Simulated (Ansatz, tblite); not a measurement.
Cost and result up the ladder for the cluster Ta2O7H4 (the lowest singlet isomer of a short search) (13 atoms). Total charge 0; singlet. Geometry: PBE-D4/def2-SVP.

```xyz
13

Ta    0.0381    1.4397    0.1959
Ta    0.4914   -1.6731    0.6460
O     1.0361    1.5936   -1.2312
O     1.0362    0.1081    1.2082
O    -0.1278    3.1235    1.0990
O    -1.4675    0.0264    0.3645
O    -0.1412   -1.6618   -1.2173
O     1.8748   -2.7207    0.6998
O    -1.5998    0.5488   -1.0193
H     0.2798    3.9859    0.9009
H    -1.1697   -0.2302   -1.5119
H    -0.6079   -2.4705    1.8164
H     0.3575   -2.0698   -1.9510
```

Ansatz on 4 threads of Arm Neoverse N1 on a shared host; xTB runs through tblite on one thread. Times are rough, summed over both states, and most runs start from the orbitals of an earlier one. HSE06-D4/def2-TZVP serves as the yardstick here, not as an exact answer. The other state is a doublet.

In the def2 sets Ta takes a core potential; there is no spin–orbit coupling. The xTB rows come from tblite. HSE06 is defined as in plane-wave codes, on full-range PBE exchange. The structure holds one bond between oxygen atoms, so isomers without such links may lie far lower. HOMO above LUMO, or a gap near zero within one spin, warns that the state may not be the lowest or that an electron is smeared out. The structure comes from a short search, and lower isomers may exist.

Raw xTB energies of ions are shifted by several eV.

```tsv
level	functions	wall time
GFN2-xTB	50	0.037 s
GFN1-xTB	54	0.04 s
PBE-D4/def2-TZVP	321	35 s
HSE06-D4/def2-TZVP	321	64 s
```

(1) Estimate what each level gives for the vertical IE (eV).

Results:

(1) 
```tsv
level	vertical IE (eV)	difference from HSE06-D4/def2-TZVP (eV)	remarks
GFN2-xTB	14.44	3.98	–
GFN1-xTB	14.10	3.64	–
PBE-D4/def2-TZVP	9.80	-0.66	gap within one spin near zero (+1 doublet)
HSE06-D4/def2-TZVP	10.46	0.00	–
```
